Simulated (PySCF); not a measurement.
# One molecule, several mistakes: BCH5O2

These are calculations, not measurements. The program is PySCF 2.14.0, an open-source quantum chemistry code, run on an isolated molecule that a program drew, which may never have been made. The molecule is BCH5O2 (charge 0, singlet), drawn as the SMILES string `OBCO`.

Each row is a Hartree-Fock (HF) and frozen-core CCSD(T) single point in the cc-pVDZ basis, meant for a local HF minimum. Run 1 is clean. Each other run has one planted mistake out of seven kinds, and not every kind appears here: one electron removed, one electron added, multiplicity raised by two, geometry at a saddle point, minimal basis STO-3G, one bond length entered in bohr, all coordinates scaled. The reference is restricted for singlets and unrestricted otherwise, and also for a bond in bohr. Adding or removing an electron swaps singlet and doublet. Electrons count all cores. HOMO and LUMO are orbital energies over both spins, the gradient is its largest component, and the lowest frequency (negative if imaginary) is given only where the gradient is small. Bond lengths are over the 8 bonds as drawn. T1 is the CCSD diagnostic: over 0.02 (restricted) or 0.045 (unrestricted) a single reference is doubtful.

Geometry of the clean run:
```xyz
9
BCH5O2, angstrom
O    -0.3674   -1.7495    1.6794
B     0.0339   -0.5117    1.3204
C     0.4060   -0.2610   -0.1955
O     1.0135    0.9841   -0.4657
H    -0.5906   -1.8357    2.5931
H     0.0807    0.3752    2.1396
H    -0.4907   -0.4076   -0.8171
H     1.1111   -1.0298   -0.5224
H     0.4789    1.6755   -0.1067
```

```
run,electrons,basis functions,<S^2>,HOMO (eV),LUMO (eV),gradient (hartree/bohr),lowest frequency (cm^-1),mean bond (Å),longest bond (Å),T1,HF (hartree),CCSD(T) (hartree),mistake
1,32,81,0.000,-11.23,3.79,2.6e-05,80,1.2042,1.581,0.0125,-215.23834,-215.88599,no fault
2,33,81,0.761,2.18,10.24,8.9e-02,-,1.2042,1.581,0.0114,-215.12687,-215.78827,one electron added
3,32,81,0.843,-11.40,2.98,7.6e-03,-,1.3093,1.786,0.0475,-215.12079,-215.75235,one bond length entered in bohr
4,31,81,0.762,-18.27,-6.71,4.6e-02,-,1.2042,1.581,0.0463,-214.90259,-215.52587,?
5,32,25,0.000,-8.77,8.22,5.9e-02,-,1.2042,1.581,0.0160,-212.39473,-212.60624,?
```

**Which mistake was planted in run 4, and what did it cost?**

It counts 31 electrons, one fewer than the clean run, at the same geometry and basis. So the mistake is: one electron removed. Subtracting run 1 and multiplying by 627.51 kcal/mol a hartree, the energy moved by 210.7 kcal/mol in HF and 226.0 kcal/mol in CCSD(T).

**Which mistake was planted in run 5, and what did it cost?**

It has 25 basis functions where the clean run has 81, with the same electrons and geometry. So the mistake is: minimal basis STO-3G. Subtracting run 1 and multiplying by 627.51 kcal/mol a hartree, the energy moved by 1784.4 kcal/mol in HF and 2058.1 kcal/mol in CCSD(T).

Cautions from the logs. Run 2: the HOMO is above zero, so the electron isn't bound and the energy depends on the basis; run 3: T1 is over the limit, so its CCSD(T) energy is less reliable; run 4: T1 is over the limit, so its CCSD(T) energy is less reliable.
